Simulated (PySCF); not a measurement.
**Löwdin shares of the frontier orbitals**

Species: C5H10ClFO.
Z-matrix (Å and degrees, GFN2-xTB geometry), rows numbered from 1:
```
C 
C   1  1.5195
O   2  1.4117  1  108.36
C   3  1.4016  2  113.34  1   179.73
C   4  1.5285  3  109.48  2   178.70
F   5  1.3790  4  109.52  3   -72.62
C   5  1.5236  4  112.62  3    47.09
Cl  7  1.7710  5  109.69  4    69.62
H   1  1.0865  2  109.94  3   -60.58
H   1  1.0863  2  109.75  3    58.81
H   1  1.0862  2  109.96  3   179.08
H   2  1.1017  1  110.56  3   120.22
H   2  1.1014  1  110.49  3  -120.32
H   4  1.1010  3  110.71  2    58.76
H   4  1.1014  3  110.75  2   -61.52
H   5  1.0980  4  109.68  3   171.42
H   7  1.0902  5  110.27  4  -171.57
H   7  1.0897  5  109.73  4   -49.27
```

Computed, not measured: TDDFT PBE0/def2-SVPD, vertical, gas phase, core orbitals frozen in the response (PySCF 2.14.0, density-fitted response routines).

Frontier orbitals with the atoms that hold most of them (Löwdin shares over 4%, at most four atoms; ? is withheld):

| orbital | ε (eV) | atoms |
| --- | --- | --- |
| LUMO+2 | 1.01 | Cl8 16%, C1 14%, H16 10%, H11 6% |
| LUMO+1 | 0.67 | C2 15%, Cl8 14%, C1 11%, C4 9% |
| LUMO | 0.44 | ? |
| HOMO | -7.79 | O3 58%, C2 11%, C4 9%, H12 5% |
| HOMO-1 | -8.63 | ? |
| HOMO-2 | -8.66 | Cl8 73%, C7 13%, H17 5% |
| HOMO-3 | -9.51 | O3 40%, C2 13%, Cl8 10%, C4 9% |

(1) Which atoms hold the LUMO, and with what shares?

(2) Give the leading atoms of the HOMO-1.

(3) The HOMO–LUMO gap is 8.23 eV. Where does the response calculation put the lowest singlet, and from which orbitals?

Results:

(1) Cl8 (bonded to C) 48%; C7 (bonded to C, Cl and 2 H) 20%; F6 (bonded to C) 7%; C5 (bonded to 2 C, F and H) 7%. By element: chlorine 48%, carbon 28% or more, fluorine 7%.

(2) Cl8 (bonded to C) 63%; C7 (bonded to C, Cl and 2 H) 12%; C5 (bonded to 2 C, F and H) 7%; F6 (bonded to C) 5%. By element: chlorine 63%, carbon 19% or more, fluorine 5%.

(3) S1 is at 7.16 eV (f = 0.011), 1.07 eV below the gap, made of HOMO→LUMO (58%), HOMO→LUMO+1 (38%). 

Next come S2 at 7.28 eV (f 0.013), HOMO→LUMO+1 (56%), HOMO→LUMO (34%); S3 at 7.46 eV (f 0.0032), HOMO-1→LUMO (72%), HOMO-2→LUMO (21%); S4 at 7.50 eV (f 0.0031), HOMO-2→LUMO (65%), HOMO-1→LUMO (21%); S5 at 7.75 eV (f 0.014), HOMO→LUMO+2 (90%).

One conformer stands for the species.
